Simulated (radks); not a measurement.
Results of a calculation; reference values are marked as such.
Tm2+, configuration [Xe] 4f10.5 6s0.5 6p2 (fractional occupations, a model configuration).

Code: a radial shooting solver on a logarithmic mesh with Libxc functionals. Model: scalar-relativistic Kohn-Sham, r2SCAN, spin-polarised, spherical densities, finite nucleus; open shells are filled with parallel spins first (spin-orbit coupling, left out, can overturn this in heavy ions); meta-GGA in the generalised Kohn-Sham scheme; Fermi nuclear charge, rms radius 5.2256 fm.

Energy parts (eV):
part                      energy
total                 -369132.54
kinetic                401181.78
electron-nucleus      -904414.33
Hartree                141825.34
exchange-correlation    -7725.34

Orbitals (lengths in bohr, moments of r in powers of bohr):
1s up: occ. 1; eigenvalue (eV) -59402.67; <r> 0.02001
1s down: occ. 1; eigenvalue (eV) -59402.61; <r> 0.02001
2s up: occ. 1; eigenvalue (eV) -10083.51; <r> 0.08487
2s down: occ. 1; eigenvalue (eV) -10083.49; <r> 0.08486
2p up: occ. 3; eigenvalue (eV) -8905.229; <r> 0.07543
2p down: occ. 3; eigenvalue (eV) -8905.177; <r> 0.07543
3s up: occ. 1; eigenvalue (eV) -2313.093; <r> 0.2208
3s down: occ. 1; eigenvalue (eV) -2310.810; <r> 0.2206
3p up: occ. 3; eigenvalue (eV) -1954.541; <r> 0.2202
3p down: occ. 3; eigenvalue (eV) -1952.248; <r> 0.2201
3d up: occ. 5; eigenvalue (eV) -1511.078; <r> 0.2000
3d down: occ. 5; eigenvalue (eV) -1509.310; <r> 0.1998
4s up: occ. 1; eigenvalue (eV) -499.1318; <r> 0.4966
4s down: occ. 1; eigenvalue (eV) -494.4678; <r> 0.4967
4p up: occ. 3; eigenvalue (eV) -380.3035; <r> 0.5261
4p down: occ. 3; eigenvalue (eV) -375.6943; <r> 0.5263
4d up: occ. 5; eigenvalue (eV) -221.7324; <r> 0.5663
4d down: occ. 5; eigenvalue (eV) -217.1415; <r> 0.5670
5s up: occ. 1; eigenvalue (eV) -90.7982; <r> 1.169
5s down: occ. 1; eigenvalue (eV) -88.8049; <r> 1.184
5p up: occ. 3; eigenvalue (eV) -60.5764; <r> 1.342
5p down: occ. 3; eigenvalue (eV) -59.2234; <r> 1.355
4f up: occ. 7; eigenvalue (eV) -47.3676; <r> 0.6934
4f down: occ. 3.5; eigenvalue (eV) -43.0271; <r> 0.7049
6s up: occ. 0.5; eigenvalue (eV) -22.4356; <r> 2.906
6s down: occ. 0; eigenvalue (eV) -18.5607; <r> 2.902
6p up: occ. 2; eigenvalue (eV) -16.2018; <r> 3.390

The highest occupied level is 6p up at -16.202 eV. The configuration is held as typed, so some empty levels lie below it. The spin density at the nucleus is 48.61 e/bohr^3 (1s -0.16, 2s -0.40, 3s -16.72, 4s 6.30, 5s 21.80, 6s 37.78). Spin moment in Bohr magnetons: 6. The density falls to 0.001 e/bohr^3 at r = 4.80 bohr. The electron density at the nucleus is 1.002e+06 e/bohr^3 (large components only). Summed over all electrons, <r^2> = 59.18 bohr^2, which gives a Langevin (diamagnetic) susceptibility term of -46.9 x 10^-6 cm^3/mol.
